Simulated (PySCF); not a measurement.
## A run, input to output

The script drives PySCF SCF with an in-house response code with single-precision fitted integrals, so total energies wander by about 1e-6 Eh between cycles (the fitting error itself is about 1e-3 Eh and cancels in differences); atoms count from 0. Kgrid is the grid level of the response kernel; vcut the energy (Eh) above which virtual orbitals leave the response; delta the states run by ΔSCF (the anion only where the lumo is low enough to bind); pop asks for populations, which are stored and not printed; grid is the SCF grid level (2 if not given).

The basis has no diffuse functions, so the polarisability comes out too low.

Job and coordinates (Å):

```
{"job": {"kind": "uv", "basis": "6-31G*", "grid": 1, "kgrid": 0, "vcut": 1.5, "nstates": 6, "ntriplets": 2, "tda": true, "delta": [], "pop": true, "xc": "PBE0"}, "charge": 0, "multiplicity": 1}
O      1.239539    -1.876770    -0.566750
S      1.654129    -0.530739    -0.785340
O      2.309658    -0.211763    -2.012860
C      0.222787     0.542531    -0.631492
C      0.093844     1.606583    -1.505031
C     -1.050502     2.390547    -1.454101
C     -2.053139     2.104368    -0.539055
C     -1.916987     1.034237     0.334232
C     -0.775085     0.256807     0.277010
S     -0.561859    -1.051358     1.487889
O      0.807356    -1.088082     1.882145
O     -1.556031    -0.879305     2.497891
C     -1.085384    -2.651944     0.573588
F     -2.240996    -3.046428     1.103668
F     -1.330043    -2.349076    -0.702506
F     -0.231044    -3.643557     0.659481
C      2.865310     0.073904     0.571105
F      3.881831     0.669188    -0.048783
F      3.347769    -0.869432     1.344316
F      2.253899     1.011615     1.296901
H      0.884888     1.789914    -2.215448
H     -1.156045     3.222889    -2.132917
H     -2.942653     2.714166    -0.499288
H     -2.668283     0.793564     1.069878
```

Command:

```bash
OMP_NUM_THREADS=1 python large_run.py task.json out
```

Question: What does the program print?

Answer: 
```
start: PBE on a coarse grid of 24077 points
cycle   1  E = -2001.0448951513  dE =  5.204e+00  |g| = 2.189e+00  |ddm| = 6.055e+00
cycle   2  E = -1992.9531919928  dE =  8.092e+00  |g| = 6.525e+00  |ddm| = 9.532e+00
cycle   3  E = -2001.7101144793  dE = -8.757e+00  |g| = 9.817e-01  |ddm| = 8.665e+00
cycle   4  E = -2001.8740504943  dE = -1.639e-01  |g| = 5.555e-01  |ddm| = 1.822e+00
cycle   5  E = -2001.9295544914  dE = -5.550e-02  |g| = 2.339e-01  |ddm| = 7.642e-01
cycle   6  E = -2001.9430403253  dE = -1.349e-02  |g| = 8.090e-02  |ddm| = 3.290e-01
cycle   7  E = -2001.9445537036  dE = -1.513e-03  |g| = 2.857e-02  |ddm| = 1.084e-01
cycle   8  E = -2001.9446745816  dE = -1.209e-04  |g| = 1.442e-02  |ddm| = 3.736e-02
cycle   9  E = -2001.9447140885  dE = -3.951e-05  |g| = 4.242e-03  |ddm| = 1.843e-02
final grid: 107913 points
cycle  10  E = -2001.8598944769  dE = -1.053e-02  |g| = 1.486e-01  |ddm| = 6.531e-01
cycle  11  E = -2001.8513139346  dE =  8.581e-03  |g| = 2.593e-01  |ddm| = 3.633e-01
cycle  12  E = -2001.8639949591  dE = -1.268e-02  |g| = 3.037e-02  |ddm| = 2.559e-01
cycle  13  E = -2001.8641873353  dE = -1.924e-04  |g| = 7.757e-03  |ddm| = 3.578e-02
cycle  14  E = -2001.8641993226  dE = -1.199e-05  |g| = 2.677e-03  |ddm| = 1.002e-02
cycle  15  E = -2001.8641972805  dE =  2.042e-06  |g| = 1.336e-03  |ddm| = 3.832e-03
cycle  16  E = -2001.8641971337  dE =  1.468e-07  |g| = 3.002e-04  |ddm| = 1.374e-03
cycle  17  E = -2001.8642003703  dE = -3.237e-06  |g| = 9.734e-05  |ddm| = 3.964e-04
converged SCF energy = -2001.8642003703

Static polarisability (au): isotropic 120.914, principal 80.777 134.780 147.184

Singlet excitations
state   eV       nm        f      main configurations
  1   5.3867    230.2   0.03054   H-1->L 0.66, H->L+1 0.22, H-3->L+1 0.11
  2   5.4215    228.7   0.01194   H->L 0.61, H-3->L 0.27, H-2->L 0.09
  3   5.5402    223.8   0.01219   H-2->L 0.90
  4   5.8001    213.8   0.00204   H-4->L 0.93
  5   6.1185    202.6   0.07634   H-3->L 0.56, H->L 0.20, H-1->L+1 0.17
  6   6.2260    199.1   0.00851   H->L+1 0.46, H-3->L+1 0.39

Triplet excitations (Tamm-Dancoff, eV): 4.0044 4.4276
```

Question: Roughly how long does this take on 1 thread of Arm Neoverse V1 (shared host), and how large is the basis?

Answer: About 51 s of wall time, peak memory 0.61 GiB; 296 basis functions and 1182 fitting functions.
